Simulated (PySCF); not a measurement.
CaF$_{2}$, singlet, geometry from GFN2-xTB (such geometries of metal compounds can be far from the true shape); PySCF with DF-HF/6-311G**.

PySCF was given this input:
```python
from pyscf import gto, scf

mol = gto.M(
    atom='''
Ca    0.484637   -0.079697   -0.181770
F    -0.725348    1.235638   -0.799189
F    -0.351624   -1.058533    1.203122
''',
    basis='6-311g**',
    charge=0,
    spin=0,
    verbose=4,
)

mf = scf.RHF(mol)
mf = mf.density_fit(auxbasis='def2-universal-jkfit')
mf.kernel()
```

Problem. Write the output that PySCF gives for this input, abridged.

Solution. 
```
PySCF version 2.14.0

[INPUT] verbose = 4
[INPUT] num. atoms = 3
[INPUT] num. electrons = 38
[INPUT] charge = 0
[INPUT] spin (= nelec alpha-beta = 2S) = 0
[INPUT] symmetry False subgroup None
[INPUT] Mole.unit = angstrom
[INPUT] Symbol           X                Y                Z      unit          X                Y                Z       unit  Magmom
[INPUT]  1 Ca     0.484637000000  -0.079697000000  -0.181770000000 AA    0.915831199831  -0.150605502949  -0.343495517662 Bohr   0.0
[INPUT]  2 F     -0.725348000000   1.235638000000  -0.799189000000 AA   -1.370709065001   2.335017409105  -1.510248331765 Bohr   0.0
[INPUT]  3 F     -0.351624000000  -1.058533000000   1.203122000000 AA   -0.664473058824  -2.000337463814   2.273571074439 Bohr   0.0

nuclear repulsion = 114.720920316145
number of shells = 33
number of NR pGTOs = 129
number of NR cGTOs = 75
basis = 6-311g**
ecp = {}

******** <class 'pyscf.df.df_jk.DFRHF'> ********
method = DFRHF
initial guess = minao
damping factor = 0
level_shift factor = 0
DIIS = <class 'pyscf.scf.diis.CDIIS'>
diis_start_cycle = 1
diis_space = 8
diis_damp = 0
SCF conv_tol = 1e-09
SCF conv_tol_grad = None
SCF max_cycles = 50
direct_scf = False
Set gradient conv threshold to 3.16228e-05
Initial guess from minao.
******** <class 'pyscf.df.df.DF'> ********
auxbasis = def2-universal-jkfit
init E= -875.293269238573
  HOMO = -0.670817171662137  LUMO = -0.133850991099355  gap/eV = 14.61159
cycle= 1 E= -875.654617102676  delta_E= -0.361  |g|= 0.913  |ddm|= 2.02
  HOMO = -0.343954851846256  LUMO = -0.0258455312889018  gap/eV = 8.65620
cycle= 2 E= -875.73722675297  delta_E= -0.0826  |g|= 0.682  |ddm|= 0.763
  HOMO = -0.48836796540292  LUMO = -0.0155927088652398  gap/eV = 12.86487
cycle= 3 E= -875.798694867712  delta_E= -0.0615  |g|= 0.0275  |ddm|= 0.305
  HOMO = -0.49484962289448  LUMO = -0.0126248697835382  gap/eV = 13.12200
cycle= 4 E= -875.798999560141  delta_E= -0.000305  |g|= 0.00711  |ddm|= 0.0388
  HOMO = -0.494711974613055  LUMO = -0.0124082445956352  gap/eV = 13.12415
cycle= 5 E= -875.799024037633  delta_E= -2.45e-05  |g|= 0.0022  |ddm|= 0.0107
  HOMO = -0.494705749938976  LUMO = -0.0123383750998108  gap/eV = 13.12588
cycle= 6 E= -875.799027203789  delta_E= -3.17e-06  |g|= 0.000511  |ddm|= 0.00451
  HOMO = -0.494684005826637  LUMO = -0.0123635103317185  gap/eV = 13.12461
cycle= 7 E= -875.799027378109  delta_E= -1.74e-07  |g|= 0.000102  |ddm|= 0.00102
  HOMO = -0.49470627332918  LUMO = -0.0123683998869116  gap/eV = 13.12508
cycle= 8 E= -875.799027383632  delta_E= -5.52e-09  |g|= 1.43e-05  |ddm|= 0.000165
  HOMO = -0.494708953054958  LUMO = -0.0123683924535158  gap/eV = 13.12516
cycle= 9 E= -875.799027383751  delta_E= -1.19e-10  |g|= 3.52e-06  |ddm|= 2.09e-05
  HOMO = -0.49470924452135  LUMO = -0.0123684781895189  gap/eV = 13.12516
Extra cycle  E= -875.799027383751  delta_E= -4.55e-13  |g|= 1.47e-06  |ddm|= 3.69e-06
converged SCF energy = -875.799027383751
```
